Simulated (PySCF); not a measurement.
## Computed spin Hamiltonian

C5H9OSi (doublet state).
Cartesian coordinates in Å at the GFN2-xTB level; atoms count from 1:
```xyz
16
C5H9OSi angstrom
Si     2.6545    1.0081   -0.7838
O      1.0483    0.8442   -0.8591
C      0.2445   -0.2648   -0.5283
C      0.0429   -0.3878    0.9969
C     -1.4189   -0.1412    1.2029
C     -2.0648    0.0356    0.0646
C     -1.1626   -0.0605   -1.1251
H      3.3513    0.0538   -1.6377
H      3.1838    1.0057    0.5750
H      0.7176   -1.1683   -0.9318
H      0.3392   -1.3725    1.3657
H      0.6454    0.3612    1.5149
H     -1.8449   -0.1128    2.1909
H     -3.1162    0.2352   -0.0478
H     -1.4494   -0.8856   -1.7802
H     -1.1784    0.8586   -1.7150
```

The hyperfine couplings belong to this conformer and change with its torsions.

As a line formula: `[SiH2]OC1CC=CC1` [radical].

Level of theory: UKS B3LYP, pcH-1 on C H O Si, non-relativistic, mean-field spin-orbit, GIAO (PySCF). One conformer (not necessarily the lowest) at the GFN2-xTB geometry, without solvent, vibrations or thermal averaging. The geometry wasn't refined by DFT: couplings that depend on bond lengths, twists or pyramidal angles can differ widely from those at the functional's own minimum, by a factor of two or more for some ions and for spin on atoms past the first row. Stability of the SCF solution: not tested.

```
g1, g2, g3                      : 2.00158, 2.00218, 2.00417
g_iso                           : 2.00264
Form of g                       : rhombic: the two nearest values differ by 23 % of g3 − g1
⟨S²⟩                            : 0.7511 (exact 0.7500)
HOMO–LUMO gap, α and β orbitals : 5.90, 4.54 eV
```

Isotropic coupling and dipolar principal values T1 to T3, in 10⁻⁴ cm⁻¹ (1 × 10⁻⁴ cm⁻¹ = 2.998 MHz):

```csv
atom,isotope,a_iso,of which spin–orbit,T1,T2,T3,Mulliken spin population
Si1,29Si,-202.6,0.4,-55.1,27.4,27.6,0.94
O2,17O,-26.6,0.0,-3.4,1.5,1.9,0.00
C3,13C,10.8,0.0,-1.1,-1.0,2.1,0.02
C4,13C,-0.3,0.0,-0.2,0.0,0.2,0.00
C5,13C,0.0,0.0,-0.1,0.0,0.1,0.00
C6,13C,0.2,0.0,-0.1,0.0,0.1,0.00
C7,13C,-0.4,0.0,-0.1,-0.1,0.2,0.00
H8,1H,21.6,0.0,-3.2,0.3,2.9,0.02
H9,1H,24.5,0.0,-3.2,0.4,2.8,0.02
H10,1H,-0.8,0.0,-1.0,-0.3,1.3,0.00
H11,1H,0.5,0.0,-0.3,-0.3,0.6,0.00
H12,1H,0.0,0.0,-0.5,-0.5,1.0,0.00
H13,1H,0.1,0.0,-0.1,-0.1,0.3,0.00
H14,1H,0.1,0.0,-0.1,-0.1,0.2,0.00
H15,1H,0.0,0.0,-0.2,-0.2,0.5,0.00
H16,1H,0.1,0.0,-0.4,-0.4,0.8,0.00
```

The largest Mulliken spin population is on Si1 (+0.94). The angles at Si1 add up to 338.0°, so it is pyramidal.

Axes: g3 points within 7° of the Si1–O2 bond.

Under fast tumbling the dipolar parts average out, and these isotropic splittings remain: 2 × 1H (H8/H9, I = 1/2, 3 lines) with 2.47 mT, 1 × 1H (H10, I = 1/2, 2 lines) with 0.08 mT and 2 × 1H (H11/H15, I = 1/2, 3 lines) with 0.03 mT.

Means are taken over nuclei equivalent by connectivity, which assumes that they swap fast. The 1H value of +69.1 MHz is a mean of couplings from 64.9 to 73.4 MHz in this one geometry, not an average over conformers.

The 17O coupling of O2 (-79.7 MHz) shows only in satellite lines or after enrichment, since that isotope makes up about 0.038 % of natural oxygen.

The 29Si coupling of Si1 (-607.3 MHz) shows only in satellite lines or after enrichment, since that isotope makes up about 4.7 % of natural silicon.
